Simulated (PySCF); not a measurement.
## Calculated data, BGeH₄, CH₇B₂Ge, B₂GeH₅O, AlB₂GeH₇ and others

All values are calculated (PySCF 2.14.0). Calculation on a computer-drawn molecule: the log of a Hartree-Fock and frozen-core CCSD(T) single point meant for a local Hartree-Fock minimum, with one planted fault or none, to be diagnosed. Offsets are logged minus clean, where the clean run is the same molecule without the fault. The reference is restricted for singlets and unrestricted otherwise, and also for a bond in bohr or an excited solution. Adding or removing an electron swaps singlet and doublet. The excited solution moves the top pair (singlet) or top alpha electron (doublet) to the lowest empty orbital. Highest occupied and lowest empty are orbital energies over both spins, largest force is the largest gradient component, triples share is (T) over the correlation energy, the T1 limit is 0.02 restricted and 0.045 unrestricted, electrons count all cores, a negative frequency is imaginary (commonest isotopes), and the dipole is about the centre of nuclear charge; on germanium a core potential holds 10 electrons, which the energies leave out, and 3d is frozen in MP2 and coupled-cluster steps.

Common to all runs: meant multiplicity 1; meant basis and core potential on germanium cc-pVDZ-PP ECP10MDF; logged SCF converged yes; logged CC converged yes; logged SCF stable within its kind yes; possible faults no fault, one electron removed, one electron added, multiplicity raised by two, geometry at a saddle point, SCF held on an excited solution, minimal basis STO-3G, one bond length entered in bohr, all coordinates scaled.

(1) BGeH₄

Logged structure:
```xyz
6
BGeH4
B     -1.1762     0.0000     0.0000
Ge     0.9704     0.0000     0.0000
H     -1.7039     1.0614     0.0000
H     -1.7039    -1.0614     0.0000
H      1.8067    -1.2679     0.0000
H      1.8067     1.2679     0.0000
```

- meant charge: 1
- meant basis: cc-pVDZ
- logged electrons: 40
- logged basis functions: 57
- logged spin squared: 0
- logged highest occupied: -17.595 eV
- logged lowest empty: -6.6367 eV
- logged largest force: 7.598e-06 hartree/bohr
- logged lowest frequency: -277.42 cm⁻¹
- logged T1 diagnostic: 0.0085161
- logged D1 diagnostic: 0.016352
- logged triples share: 0.01919
- logged dipole magnitude: 0.59094 debye
- logged energy HF: -320.06221 hartree
- logged energy CCSD(T): -320.2552 hartree
- planted fault: geometry at a saddle point
- HF energy offset from clean run: 4.491 kcal/mol
- CCSD(T) energy offset from clean run: 5.296 kcal/mol

Drawn bonds:
```tsv
atom	other atom	order
1	2	1
1	3	1
1	4	1
2	5	1
2	6	1
```

(2) BGeH₄

Logged structure:
```xyz
6
BGeH4
B      1.6594     1.1109    -0.1296
Ge     1.7628     0.9759    -2.3034
H      1.8085     0.0586     0.5120
H      1.4565     2.2335     0.3602
H      3.1135     1.1377    -3.1188
H      0.4944     0.7068    -3.2167
```

* meant charge: 1
* meant basis: cc-pVDZ
* logged electrons: 40
* logged basis functions: 57
* logged spin squared: 0
* logged highest occupied: -17.385 eV
* logged lowest empty: -5.8496 eV
* logged largest force: 0.022289 hartree/bohr
* logged T1 diagnostic: 0.011947
* logged D1 diagnostic: 0.019776
* logged triples share: 0.021713
* logged dipole magnitude: 0.62962 debye
* logged energy HF: -320.06201 hartree
* logged energy CCSD(T): -320.25931 hartree
* planted fault: all coordinates scaled, by +4.5 %
* HF energy offset from clean run: 4.621 kcal/mol
* CCSD(T) energy offset from clean run: 2.72 kcal/mol

Drawn bonds:
```tsv
atom	other atom	order
1	2	1
1	3	1
1	4	1
2	5	1
2	6	1
```

(3) CH₇B₂Ge

Logged structure:
```xyz
11
CH7B2Ge
B      1.5958    -1.6959     0.7660
Ge     1.1523     0.0207    -0.3555
B     -0.9489     0.2365    -0.5932
C     -2.4291     0.3926    -0.7637
H      2.7489    -1.9125     0.9646
H      0.7349    -2.4087     1.1767
H      1.5020     1.3522     0.3016
H      1.6014    -0.0053    -1.8131
H     -2.8377    -0.4734    -1.2997
H     -2.9138     0.4669     0.2180
H     -2.6442     1.3024    -1.3383
```

- meant charge: 1
- meant basis: cc-pVDZ
- logged electrons: 54
- logged basis functions: 100
- logged spin squared: 2.0151
- logged highest occupied: -11.77 eV
- logged lowest empty: -6.8947 eV
- logged largest force: 0.048313 hartree/bohr
- logged T1 diagnostic: 0.021749
- logged D1 diagnostic: 0.079962
- logged triples share: 0.029469
- logged dipole magnitude: 6.731 debye
- logged energy HF: -384.2316 hartree
- logged energy CCSD(T): -384.67244 hartree
- planted fault: multiplicity raised by two
- HF energy offset from clean run: 91.89 kcal/mol
- CCSD(T) energy offset from clean run: 95.38 kcal/mol

Drawn bonds:
```tsv
atom	other atom	order
1	2	1
2	3	1
3	4	1
1	5	1
1	6	1
2	7	1
2	8	1
4	9	1
4	10	1
4	11	1
```

(4) CH₇B₂Ge

Structure as in entry 3.

- meant charge: 1
- meant basis: cc-pVDZ
- logged electrons: 55
- logged basis functions: 100
- logged spin squared: 0.766
- logged highest occupied: -5.0898 eV
- logged lowest empty: 0.28552 eV
- logged largest force: 0.027678 hartree/bohr
- logged T1 diagnostic: 0.070881
- logged D1 diagnostic: 0.43547
- logged triples share: 0.032016
- logged dipole magnitude: 10.016 debye
- logged energy HF: -384.52386 hartree
- logged energy CCSD(T): -384.99375 hartree
- planted fault: one electron added
- HF energy offset from clean run: -91.51 kcal/mol
- CCSD(T) energy offset from clean run: -106.2 kcal/mol

Drawn bonds:
```tsv
atom	other atom	order
1	2	1
2	3	1
3	4	1
1	5	1
1	6	1
2	7	1
2	8	1
4	9	1
4	10	1
4	11	1
```

Notes: T1 above single-reference limit.

(5) CH₇B₂Ge

Logged structure:
```xyz
11
CH7B2Ge
B      1.5735    -1.6721     0.7552
Ge     1.1362     0.0204    -0.3505
B     -0.9356     0.2332    -0.5849
C     -2.3951     0.3871    -0.7530
H      2.7104    -1.8857     0.9511
H      0.7246    -2.3749     1.1602
H      1.4810     1.3333     0.2974
H      1.5790    -0.0052    -1.7878
H     -2.7980    -0.4667    -1.2815
H     -2.8730     0.4604     0.2149
H     -2.6072     1.2842    -1.3196
```

* meant charge: 1
* meant basis: cc-pVDZ
* logged electrons: 54
* logged basis functions: 100
* logged spin squared: 0
* logged highest occupied: -15.919 eV
* logged lowest empty: -3.9652 eV
* logged largest force: 0.010037 hartree/bohr
* logged T1 diagnostic: 0.014457
* logged D1 diagnostic: 0.039875
* logged triples share: 0.027632
* logged dipole magnitude: 4.8199 debye
* logged energy HF: -384.37627 hartree
* logged energy CCSD(T): -384.82119 hartree
* planted fault: all coordinates scaled, by -1.4 %
* HF energy offset from clean run: 1.106 kcal/mol
* CCSD(T) energy offset from clean run: 2.039 kcal/mol

Drawn bonds:
```tsv
atom	other atom	order
1	2	1
2	3	1
3	4	1
1	5	1
1	6	1
2	7	1
2	8	1
4	9	1
4	10	1
4	11	1
```

(6) B₂GeH₅O

Logged structure:
```xyz
9
B2GeH5O
B     -0.2353    -0.9477     0.3097
Ge     0.3621     0.5825    -0.9910
B      0.4843     2.4255     0.1046
O      0.5306     3.4474     0.8070
H     -0.4500    -0.7307     1.4599
H     -0.3442    -2.0314    -0.1694
H      1.7827     0.5055    -1.5342
H     -0.6280     0.9868    -2.0751
H      0.7308     4.3775     0.7460
```

* meant charge: 1
* meant basis: cc-pVDZ
* logged electrons: 54
* logged basis functions: 90
* logged spin squared: 2.0135
* logged highest occupied: -11.852 eV
* logged lowest empty: -6.9431 eV
* logged largest force: 0.039205 hartree/bohr
* logged T1 diagnostic: 0.020243
* logged D1 diagnostic: 0.078668
* logged triples share: 0.028299
* logged dipole magnitude: 7.2574 debye
* logged energy HF: -420.12475 hartree
* logged energy CCSD(T): -420.59653 hartree
* planted fault: multiplicity raised by two
* HF energy offset from clean run: 93.16 kcal/mol
* CCSD(T) energy offset from clean run: 95.96 kcal/mol

Drawn bonds:
```tsv
atom	other atom	order
1	2	1
2	3	1
3	4	1
1	5	1
1	6	1
2	7	1
2	8	1
4	9	1
```

(7) AlB₂GeH₇

Logged structure:
```xyz
11
AlB2GeH7
B      0.1017     1.1588     1.1555
Ge     1.1124    -0.1662    -0.1001
B      0.1718    -0.2183    -1.9811
Al    -0.7184    -1.9651    -2.8405
H     -0.7944     0.7854     1.8595
H      0.3765     2.3257     1.1566
H      1.1926    -1.5680     0.5382
H      2.5645     0.3010    -0.3210
H      0.1767     0.8456    -2.5462
H     -2.2334    -2.3283    -2.5383
H      0.1306    -2.9450    -3.7541
```

- meant charge: 0
- meant basis: cc-pV(D+d)Z
- logged electrons: 61
- logged basis functions: 109
- logged spin squared: 0.7842
- logged highest occupied: -15.672 eV
- logged lowest empty: -7.0812 eV
- logged largest force: 0.046414 hartree/bohr
- logged T1 diagnostic: 0.023451
- logged D1 diagnostic: 0.097946
- logged triples share: 0.027216
- logged dipole magnitude: 3.3551 debye
- logged energy HF: -588.3496 hartree
- logged energy CCSD(T): -588.7309 hartree
- planted fault: one electron removed
- HF energy offset from clean run: 190.1 kcal/mol
- CCSD(T) energy offset from clean run: 204.6 kcal/mol

Drawn bonds:
```tsv
atom	other atom	order
1	2	1
2	3	1
3	4	1
1	5	1
1	6	1
2	7	1
2	8	1
3	9	1
4	10	1
4	11	1
```

(8) B₂Ge₂H₈

Logged structure:
```xyz
12
B2Ge2H8
B      2.6490    -0.4949     0.8645
Ge    -0.6913     1.6005     0.6308
B     -2.3112     0.3231     0.9849
Ge    -3.5535    -0.4501    -0.5066
H      3.0884    -1.0592    -0.0974
H      3.2286    -0.6097     1.9072
H     -0.8129     2.2649    -0.7518
H     -0.6944     2.7248     1.6822
H     -2.5457     0.0240     2.1231
H     -4.7744     0.4774    -0.6285
H     -2.8693    -0.5053    -1.8794
H     -4.0652    -1.8590    -0.1726
```

- meant charge: 0
- meant basis: cc-pVDZ
- logged electrons: 82
- logged basis functions: 114
- logged spin squared: 0.9655
- logged highest occupied: -8.8086 eV
- logged lowest empty: 0.29957 eV
- logged largest force: 0.017409 hartree/bohr
- logged T1 diagnostic: 0.020926
- logged D1 diagnostic: 0.099846
- logged triples share: 0.025438
- logged dipole magnitude: 1.1706 debye
- logged energy HF: -640.61583 hartree
- logged energy CCSD(T): -641.03732 hartree
- planted fault: one bond length entered in bohr, row 1 of the drawn bonds
- HF energy offset from clean run: 55.83 kcal/mol
- CCSD(T) energy offset from clean run: 71.44 kcal/mol

Drawn bonds:
```tsv
atom	other atom	order
1	2	1
2	3	1
3	4	1
1	5	1
1	6	1
2	7	1
2	8	1
3	9	1
4	10	1
4	11	1
4	12	1
```

(9) B₂GeH₈Si

Logged structure:
```xyz
12
B2GeH8Si
B     -1.2577    -2.5326     1.6405
Ge    -0.3991    -1.0836     0.4035
B     -0.9315     0.8144     1.1141
Si     0.3437     2.0583     2.1076
H     -2.3506    -2.9666     1.4084
H     -0.6853    -2.9240     2.6184
H      1.1307    -1.2490     0.3648
H     -0.9122    -1.2398    -1.0396
H     -2.0541     1.1777     0.8897
H      1.3457     1.3083     2.9053
H      1.0683     2.8465     1.0745
H     -0.3545     3.0057     3.0124
```

* meant charge: 0
* meant basis: cc-pV(D+d)Z
* logged electrons: 64
* logged basis functions: 114
* logged spin squared: 0
* logged highest occupied: -10.067 eV
* logged lowest empty: 0.6067 eV
* logged largest force: 2.576e-06 hartree/bohr
* logged lowest frequency: 24.337 cm⁻¹
* logged T1 diagnostic: 0.014966
* logged D1 diagnostic: 0.045053
* logged triples share: 0.026308
* logged dipole magnitude: 0.75756 debye
* logged energy HF: -636.26575 hartree
* logged energy CCSD(T): -636.71744 hartree
* planted fault: no fault
* HF energy offset from clean run: 0 kcal/mol
* CCSD(T) energy offset from clean run: 0 kcal/mol

Drawn bonds:
```tsv
atom	other atom	order
1	2	1
2	3	1
3	4	1
1	5	1
1	6	1
2	7	1
2	8	1
3	9	1
4	10	1
4	11	1
4	12	1
```

(10) B₂GeH₈Si

Logged structure:
```xyz
12
B2GeH8Si
B     -1.2577    -2.5326     1.6405
Ge    -0.3991    -1.0836     0.4035
B     -0.9315     0.8144     1.1141
Si     0.3437     2.0583     2.1076
H     -2.3506    -2.9666     1.4084
H     -0.6853    -2.9240     2.6184
H      1.1307    -1.2490     0.3648
H     -1.3686    -1.3788    -2.3235
H     -2.0541     1.1777     0.8897
H      1.3457     1.3083     2.9053
H      1.0683     2.8465     1.0745
H     -0.3545     3.0057     3.0124
```

- meant charge: 0
- meant basis: cc-pV(D+d)Z
- logged electrons: 64
- logged basis functions: 114
- logged spin squared: 0.8761
- logged highest occupied: -8.4201 eV
- logged lowest empty: 0.15696 eV
- logged largest force: 0.0071969 hartree/bohr
- logged T1 diagnostic: 0.03379
- logged D1 diagnostic: 0.15767
- logged triples share: 0.032309
- logged dipole magnitude: 0.75817 debye
- logged energy HF: -636.17087 hartree
- logged energy CCSD(T): -636.60927 hartree
- planted fault: one bond length entered in bohr, row 7 of the drawn bonds
- HF energy offset from clean run: 59.54 kcal/mol
- CCSD(T) energy offset from clean run: 67.88 kcal/mol

Drawn bonds:
```tsv
atom	other atom	order
1	2	1
2	3	1
3	4	1
1	5	1
1	6	1
2	7	1
2	8	1
3	9	1
4	10	1
4	11	1
4	12	1
```
